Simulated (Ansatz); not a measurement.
The input (input.yaml):

```yaml
crystal:
  periodic: [false, false, false]
  atoms:
    - { symbol: Sn, position_ang: [0.0, 0.0, 0.0] }
    - { symbol: H, position_ang: [0.0, 0.0, 2.09] }
    - { symbol: H, position_ang: [1.6408, 0.0, -0.5794] }
    - { symbol: H, position_ang: [-0.8195, 1.4198, -0.5794] }
    - { symbol: H, position_ang: [-0.8195, -1.4198, -0.5794] }
    - { symbol: O, position_ang: [-2.1447, 0.0, 0.7126] }
    - { symbol: H, position_ang: [-2.6898, -0.6297, 0.1413] }
    - { symbol: H, position_ang: [-1.064, 0.0, 1.9402] }
basis:
  gaussian: { orbitals: def2-SVP }
hamiltonian:
  xc: pbe0
  dispersion: d4
relax:
  f_tol: 0.15
  max_steps: 25
  restrain:
    - { distance: [0, 5], at: 3.16, k: 30.0 }
    - { distance: [7, 1], at: 1.86, k: 30.0 }
    - { distance: [0, 1], at: 1.74, k: 30.0 }
    - { distance: [7, 5], at: 1.01, k: 30.0 }
output:
  orbitals: {}
```

Launched with:

```bash
$ ansatz run input.yaml --threads 1 --pin off --max-ram 2048MiB --backend cpu --events-out ev --progress --plain --runs-dir out
```

Hardware: 1 thread of Arm Neoverse V2, on a shared host.

Task: Roughly how long does this run take, and how much memory?

Result: 21 s, with a peak of 0.13 GiB, for 9 ionic steps.
